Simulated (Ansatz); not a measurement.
`NB(Cl)Br` + H₂ → `NBBr` + HCl at 600 K and 1 bar (hydrogenolysis of a B–Cl bond).

Program: Ansatz. Geometries: PBE0-D4/def2-TZVP. ΔE: electronic, gas phase. CCSD(T)/CBS adds triple-zeta CCSD(T) − MP2 to the extrapolated MP2 energy (def2 sets, frozen cores). This one scheme is used for every species. For Br outer-core shells are correlated without core-valence functions, which leaves a few kJ/mol of doubt a bond. Scalar relativity is left out up to krypton. Each species was taken in one conformer, which may not be the lowest.

| species | CCSD(T)/CBS energy (Eh) | H − E (kJ/mol) | S (J/(mol·K)) |
| --- | --- | --- | --- |
| `NB(Cl)Br` | -3113.92934 | 129.4 | 370.9 |
| H₂ | -1.17544 | 43.9 | 150.8 |
| `NBBr` | -2654.70322 | 142.6 | 330.6 |
| HCl | -460.38127 | 35.4 | 207.2 |

H − E and S are ideal-gas, rigid-rotor, harmonic terms from PBE0-D4/def2-TZVP, for one conformer and one mirror image of each species. The MP2-based limit puts H₂ 0.8 mEh under its directly extrapolated value; such offsets cancel only in part. 1 Eh = 2625.50 kJ/mol, R = 8.31446 J/(mol·K).

Q: By hand: ΔE, ΔH, ΔS and ΔG.

A: ΔE = (-2654.70322) + (-460.38127) − (-3113.92934) − (-1.17544) = 0.02029 Eh = 53.3 kJ/mol. Δ(H − E) = 142.6 + 35.4 − 129.4 − 43.9 = 4.7, so ΔH = 58.0 kJ/mol. ΔS = 330.6 + 207.2 − 370.9 − 150.8 = 16.1 J/(mol·K). ΔG = 58.0 − 600 × (16.1)/1000 = 48.3 kJ/mol.

Q: By hand: the equilibrium constant, and the temperature at which ΔG would vanish if ΔH and ΔS stayed fixed.

A: log₁₀ K = −ΔG/(RT ln 10) = -4.2. ΔG = 0 at ΔH/ΔS = 3602 K, far beyond where these terms or the molecules hold.

ΔH outweighs TΔS. A doubt of 5 kJ/mol in ΔE shifts log₁₀ K by 0.4 here. Other conformers and mirror images would add mixing entropy, several J/(mol·K) or more a flexible species. These are equilibria of isolated gas molecules and say nothing of rates. Largest T1 diagnostic: 0.010 (customary marks: 0.02 for closed shells, 0.045 for open ones).
